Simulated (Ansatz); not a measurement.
Energy needed to pull apart H$_{2}$Se$_{2}$S (SMILES [SeH]S[SeH]), singlet, into free ground-state atoms, from the structure below (displaced at random from a GFN2-xTB minimum); no zero-point or spin–orbit terms; open-shell atoms are treated unrestricted, in their ground-state multiplicity.

```
5
angstrom
Se -1.4420 -0.7725 -0.7815
S -0.2292 -0.7350 0.9481
Se 1.8414 -0.3301 0.2600
H -1.7828 0.6433 -0.9408
H 1.8303 1.1161 0.3824
```

Program: Ansatz 0.2.0. Basis: def2-TZVPP. Cores are frozen in the correlated methods. Filled d shells of the heavier atoms are correlated. The def2 sets are not built for correlating such inner shells, so the correlated values are less sure here.

| method | atomization energy (kcal/mol) |
| --- | --- |
| PBE-D4 | 287.7 |
| r2SCAN-D4 | ? |
| PBE0-D4 | 276.3 |
| r2SCAN0-D4 | ? |
| BHLYP-D4 | 258.9 |
| wB97M-V | 273.2 |
| HF | 153.5 |
| MP2 | 265.5 |
| CCSD | 252.9 |
| CCSD(T) | 262.0 |

Q: What does r2SCAN-D4 give? (An estimate is asked for; the value comes from the calculation.)

A: The calculation gives: 279.4 kcal/mol, which is about 17.4 kcal/mol more than CCSD(T)/def2-TZVPP.

Q: What does r2SCAN0-D4 give? (An estimate is asked for; the value comes from the calculation.)

A: By the calculation: 269.6 kcal/mol, which is about 7.6 kcal/mol more than CCSD(T)/def2-TZVPP.

In triple zeta the MP2 and coupled-cluster atomization energies are still short of their basis limit by a few kcal/mol a bond, whereas those of the functionals are nearly converged, so these differences are not deviations from converged CCSD(T).

The T1 diagnostic stays at or below 0.011.

For scale, one of the runs: CCSD(T)/def2-TZVPP forces, 166 basis functions (an equivalent command: `ansatz run in.yaml --threads 4`). Time: 110 s of wall clock on 4 CPU threads; the host was shared. Peak host memory: 2.3 GiB.
